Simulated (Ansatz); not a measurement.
`CC[CH2][SnH3]` and `CCCCF` differ in one atom or group.

Ansatz, PBE0-D4/def2-TZVP geometries, multiplicity 1. Each molecule was computed in one conformer, which needn't be the lowest.

Elements past krypton have def2 core potentials.

```
                                          property  `CC[CH2][SnH3]`
size of the dipole moment (ωB97M-V/def2-TZVPP) / D             0.91
                 LUMO energy (PBE/def2-TZVPP) / eV            -0.39
               LUMO energy (B3LYP/def2-TZVPP) / eV             0.09
             HOMO–LUMO gap (B3LYP/def2-TZVPP) / eV             7.70
             HOMO energy (ωB97M-V/def2-TZVPP) / eV            -9.97
              HOMO–LUMO gap (PBE0/def2-TZVPP) / eV             8.16
```

Give the same properties after the change, and the shifts. (Best estimate.)

Computed: 
```
                                          property  `CCCCF`  shift
size of the dipole moment (ωB97M-V/def2-TZVPP) / D     1.75   0.84
                 LUMO energy (PBE/def2-TZVPP) / eV     0.50   0.89
               LUMO energy (B3LYP/def2-TZVPP) / eV     0.94   0.85
             HOMO–LUMO gap (B3LYP/def2-TZVPP) / eV     9.80   2.10
             HOMO energy (ωB97M-V/def2-TZVPP) / eV   -11.41  -1.44
              HOMO–LUMO gap (PBE0/def2-TZVPP) / eV    10.35   2.19
```

With PBE0 the HOMO falls by 1.24 eV and the LUMO rises by 0.94 eV, so the gap widens by about 2.18 eV. PBE moves the HOMO by -0.81 eV and ωB97M-V by -1.44 eV. Dipoles are sizes alone; their direction can turn.

B3LYP here is the variant with VWN-RPA as its local correlation; programs differ in this.
